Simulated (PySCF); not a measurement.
Species: sum formula BN2H3F, net charge 0, doublet state. It need not be the lowest isomer of its formula. 
Coordinates optimised at B3LYP-D3(BJ)/def2-TZVP (Ansatz):
SMILES: [NH]B(N)F
```xyz
7

B      0.0380    -0.0045     0.0110
F      0.2720     1.2902    -0.2956
N      1.1354    -0.8693     0.4042
N     -1.2793    -0.4769     0.0053
H      1.9367    -0.8287    -0.2275
H     -2.0537     0.0761    -0.3202
H     -1.5135    -1.4128     0.2865
```
Charge 0, spin multiplicity 2.

Dispersion corrections to the total energy (kcal/mol) from the dftd3 and dftd4 libraries through PySCF: D3(BJ) without and D4 with the three-body term, each with the damping fitted for the functional named.

```tsv
functional	D3(BJ)	D4
CAM-B3LYP	-1.52	-1.68
HF	-19.33	-8.44
LC-wPBE	-1.89	-2.28
PBE0	-1.78	(withheld)
HSE06	(withheld)	-1.56
B3LYP	-3.65	-3.33
TPSSh	(withheld)	-2.54
```

Some entries are withheld; supply them.


- PBE0, D4: -1.70
- HSE06, D3(BJ): -1.26
- TPSSh, D3(BJ): -2.39
